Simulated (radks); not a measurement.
The numbers below are computed, except where a source is named.
Task: Ba+, 55 electrons, occupied as [Kr] 4d10 5s1.75 5p6 6s1 6p0.25 (fractional occupations, a model configuration). Code: a radial shooting solver on a logarithmic mesh with Libxc functionals. Model: Dirac Kohn-Sham, PBE, spin-unpolarised, spherical densities, finite nucleus; open shells fill j = l - 1/2 first; Fermi nuclear charge, rms radius 4.8378 fm. Some entries of the table are withheld. Estimate them.

orbital  occ.  eigenvalue (eV)  <r> (bohr)  <r^2> (bohr^2)
1s1/2       2        -37233.79     0.02558             (1)
2s1/2       2        -5889.466      0.1093         0.01415
2p1/2       2        -5548.324     0.09193         0.01041
2p3/2       4        -5166.592     0.09793         0.01168
3s1/2       2        -1249.265      0.2916         0.09731
3p1/2       2        -1106.054      0.2815         0.09212
3p3/2       4        -1032.266      0.2934         0.09985
3d3/2       4        -780.9820      0.2644         0.08261
3d5/2       6        -765.2533      0.2681         0.08482
4s1/2       2        -251.2246      0.6738          0.5125
4p1/2       2        -199.1561      0.6968             (2)
4p3/2       4        -183.7733      0.7240             (3)
4d3/2       4              (4)      0.7942          0.7328
4d5/2       6              (5)      0.8041          0.7512
5s1/2    1.75         -40.7726       1.629           2.982
5p1/2       2              (6)       1.840           3.831
5p3/2       4              (7)       1.920           4.172
6s1/2       1          -8.0979       4.240           20.12
5d3/2       0          -8.0037         (8)           10.24
5d5/2       0          -7.8326         (9)           10.58
6p1/2    0.25          -5.5457       5.134           29.51
6p3/2       0          -5.3034       5.310           31.54

Result: 
(1) 1s1/2 <r^2> (bohr^2): 0.0008885
(2) 4p1/2 <r^2> (bohr^2): 0.5524
(3) 4p3/2 <r^2> (bohr^2): 0.5961
(4) 4d3/2 eigenvalue (eV): -98.7177
(5) 4d5/2 eigenvalue (eV): -96.1012
(6) 5p1/2 eigenvalue (eV): -27.1476
(7) 5p3/2 eigenvalue (eV): -25.0133
(8) 5d3/2 <r> (bohr): 2.954
(9) 5d5/2 <r> (bohr): 3.001
